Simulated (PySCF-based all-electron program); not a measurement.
Forces on HfF4, singlet in several shapes

Calculated with an in-house all-electron program built on PySCF, in large uncontracted Gaussian sets near the basis limit; Koelling–Harmon scalar relativity, no spin–orbit coupling, spin-restricted. Forces are good to about 0.010 eV/Å. Atoms are numbered as listed.

Shape A:

```xyz
5

Hf    0.0000    0.0000    0.0000
F     1.0981    1.0981    1.0981
F    -1.0981   -1.0981    1.0981
F    -1.0981    1.0981   -1.0981
F     1.0981   -1.0981   -1.0981
```

PBE forces:

```tsv
atom	Fx	Fy	Fz (eV/Å)
Hf1	0.000	0.000	0.000
F2	-0.016	-0.016	-0.016
F3	0.016	0.016	-0.016
F4	0.016	-0.016	0.016
F5	-0.016	0.016	0.016
```

Question: What forces does r2SCAN give in shape A?

Answer: The forces move by 0.397 eV/Å (r.m.s. over the atoms) from PBE.

| atom | Fx | Fy | Fz (eV/Å) |
| --- | --- | --- | --- |
| Hf1 | 0.000 | 0.000 | 0.000 |
| F2 | -0.273 | -0.273 | -0.273 |
| F3 | 0.273 | 0.273 | -0.273 |
| F4 | 0.273 | -0.273 | 0.273 |
| F5 | -0.273 | 0.273 | 0.273 |

Shape B:

```xyz
5

Hf    0.0000    0.0000    0.0000
F     0.9883    0.9883    0.9883
F    -1.0981   -1.0981    1.0981
F    -1.0981    1.0981   -1.0981
F     1.0981   -1.0981   -1.0981
```

Against shape A, Hf1–F2 goes from 1.902 to 1.712 Å.

PBE forces:

```csv
atom,Fx,Fy,Fz (eV/Å)
Hf1,-4.653,-4.653,-4.653
F2,4.629,4.629,4.629
F3,-0.117,-0.117,0.258
F4,-0.117,0.258,-0.117
F5,0.258,-0.117,-0.117
```

Question: What forces does r2SCAN give in shape B?

Answer: The forces move by 0.393 eV/Å (r.m.s. over the atoms) from PBE.

```csv
atom,Fx,Fy,Fz (eV/Å)
Hf1,-4.643,-4.643,-4.643
F2,4.363,4.363,4.363
F3,0.134,0.134,0.012
F4,0.134,0.012,0.134
F5,0.012,0.134,0.134
```
